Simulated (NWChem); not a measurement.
# C2H3BO; SMILES C#CBO

```xyz
7

B      0.5143    -0.6690     0.0000
C      0.0842     0.8011     0.0000
C     -0.2037     1.9840     0.0000
H     -0.4663     3.0270     0.0000
H      1.6922    -0.9580     0.0000
O     -0.4316    -1.6310     0.0000
H     -0.0568    -2.5174     0.0000
```
Atoms are numbered in this order, from 1.

Level: PBE0/def2-SVP (NWChem), optimised geometry, unscaled harmonic frequencies. 

```json
[
 {"frequency (cm⁻¹)": "204", "IR intensity (km/mol)": "8.9"},
 {"frequency (cm⁻¹)": "263", "IR intensity (km/mol)": "26.8"},
 {"frequency (cm⁻¹)": "527", "IR intensity (km/mol)": "6.1"},
 {"frequency (cm⁻¹)": "647", "IR intensity (km/mol)": "50.2"},
 {"frequency (cm⁻¹)": "707", "IR intensity (km/mol)": "41.7"},
 {"frequency (cm⁻¹)": "775", "IR intensity (km/mol)": "30.6"},
 {"frequency (cm⁻¹)": "846", "IR intensity (km/mol)": "64.8"},
 {"frequency (cm⁻¹)": "924", "IR intensity (km/mol)": "86.0"},
 {"frequency (cm⁻¹)": "1022", "IR intensity (km/mol)": "66.2"},
 {"frequency (cm⁻¹)": "1193", "IR intensity (km/mol)": "116.7"},
 {"frequency (cm⁻¹)": "1416", "IR intensity (km/mol)": "303.5"},
 {"frequency (cm⁻¹)": "2193", "IR intensity (km/mol)": "80.7"},
 {"frequency (cm⁻¹)": "2599", "IR intensity (km/mol)": "166.2"},
 {"frequency (cm⁻¹)": "3478", "IR intensity (km/mol)": "41.9"},
 {"frequency (cm⁻¹)": "3915", "IR intensity (km/mol)": "129.4"}
]
```

```
Quantity                                                                            Value
-----------------------------------------------------------------------  ----------------
zero-point energy                                                           29.6 kcal/mol
thermal correction to the enthalpy at 298.15 K (with zero-point energy)     33.0 kcal/mol
heat capacity Cv                                                         14.9 cal/(mol K)
entropy at 298.15 K and 1 atm (symmetry number 1)                        66.9 cal/(mol K)
dipole moment                                                                      1.03 D
```

Rigid rotor and harmonic oscillator.
